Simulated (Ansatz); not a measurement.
`[AlH2][SH]` + HBr → `[AlH2][Br]` + H₂S  (ligand exchange at the Al–S bond)

Program: Ansatz. Geometries: PBE0-D4/def2-TZVP. ΔE: electronic, gas phase. CCSD(T)/CBS adds triple-zeta CCSD(T) − MP2 to the extrapolated MP2 energy (def2 sets, frozen cores). This one scheme is used for every species. Functionals use def2-TZVPP. B3LYP here is the variant with VWN-RPA as its local correlation; programs differ in this. For Br outer-core shells are correlated without core-valence functions, which leaves a few kJ/mol of doubt a bond. Scalar relativity is left out up to krypton.

```json
{"level": "B3LYP-D4", "ΔE (kJ/mol)": "-45.7"}
{"level": "PBE-QIDH", "ΔE (kJ/mol)": "-47.6"}
{"level": "PBE", "ΔE (kJ/mol)": "-40.9"}
{"level": "revPBE", "ΔE (kJ/mol)": "-41.9"}
{"level": "r2SCAN", "ΔE (kJ/mol)": "-45.1"}
{"level": "BHLYP", "ΔE (kJ/mol)": "-51.4"}
{"level": "MP2/def2-TZVPP", "ΔE (kJ/mol)": "-47.5"}
{"level": "CCSD/def2-QZVPP", "ΔE (kJ/mol)": "-48.9"}
```

Q: What does CCSD(T)/CBS give? (Best estimate.)

A: Computed: -47.9 kJ/mol. The listed levels differ from it by 2.2, 0.3, 7.0, 6.0, 2.8, -3.5, 0.4, -1.0 kJ/mol.

Q: What do rigid-rotor, harmonic-oscillator terms from PBE0-D4/def2-TZVP frequencies (298.15 K, 1 bar) make of the CCSD(T)/CBS value? (An estimate is asked.)

A: Ansatz gave: ΔZPE = +1.6 kJ/mol, ΔH = -46.2 kJ/mol, ΔS = 4 J/(mol·K), ΔG = -47.4 kJ/mol.

Largest T1 diagnostic among the species: 0.011.

In def2-TZVPP, CCSD(T) changes the Hartree–Fock value by +12.7 kJ/mol (the triples alone add +2.1 kJ/mol) and MP2 by +11.0 kJ/mol. From BLYP to BHLYP (50 % exact exchange), in def2-TZVPP and without D4, ΔE moves by −7.6 kJ/mol. Leaving LDA and LC-ωPBE aside and taking each functional with its dispersion term where it has one, the values, not all of them listed here, spread over 11.1 kJ/mol, from BHLYP-D4 to revPBE-D4. LDA lies +3.1 kJ/mol from PBE without D4.
